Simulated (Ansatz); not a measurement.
Consider the cleavage of the B–B bond: `C=CBB(C)S` + HI → `C=CBI` + `CBS`.

Computed with Ansatz on PBE0-D4/def2-TZVP structures; ΔE is electronic, products minus reactants. CCSD(T)/CBS adds triple-zeta CCSD(T) − MP2 to the extrapolated MP2 energy (def2 sets, frozen cores). DFT in def2-TZVPP. def2 core potentials past Kr. For I outer-core shells are correlated without core-valence functions, which leaves a few kJ/mol of doubt a bond. One conformer a species, not always the lowest.

```
             level  ΔE (kJ/mol)
         CAM-B3LYP        -89.9
SCS-MP2/def2-TZVPP       -101.4
```

**Question.** What does CCSD(T)/CBS give? (Best estimate.)

**Answer.** Ansatz gave: -96.1 kJ/mol. The listed levels differ from it by 6.2, -5.3 kJ/mol.

Largest T1 diagnostic among the species: 0.013.

Leaving LDA and LC-ωPBE aside and taking each functional with its dispersion term where it has one, the values, not all of them listed here, spread over 12.3 kJ/mol, from PBE-QIDH to B97M-V. LDA lies +3.7 kJ/mol from PBE without D4. At CCSD(T), def2-SVP lies +3.6 kJ/mol from the extrapolated value and def2-TZVPP +1.9 kJ/mol.

CCSD(T)/CBS has its own doubt, a few kJ/mol and more with outer-core shells, so smaller differences from it don't rank the levels.
